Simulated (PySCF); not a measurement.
# Radial density of Ar³⁺ (argon, charge +3)

PBE0, [Ne] 3s2 3p3, high-spin 4S determinant. Calculation: PySCF 2.14, in jorge-DZP-DKH (7s4p1d, 24 functions); scalar relativity by spin-free X2C-1e.

```
r (bohr)  4πr²ρ (e/bohr)  4πr²(ρα − ρβ)
 0.00122         0.08676         0.0000
 0.00205          0.2312         0.0000
 0.00344          0.5879         0.0000
 0.00579           1.463        -0.0001
 0.00974           3.470        -0.0001
  0.0164           7.534         0.0003
  0.0275           14.01         0.0041
  0.0463           20.10         0.0259
  0.0779           19.49         0.1207
   0.131           14.46         0.3799
   0.221           18.62         0.6261
   0.371           18.76         0.2147
   0.624           6.123         0.3365
    1.05           4.581         2.4337
    1.77           2.210         1.4187
    2.97          0.1077         0.0722
    4.99       0.0005213         0.0005
```

Densities and radii are taken from the X2C orbitals without a picture-change correction, which distorts them close to the nucleus.
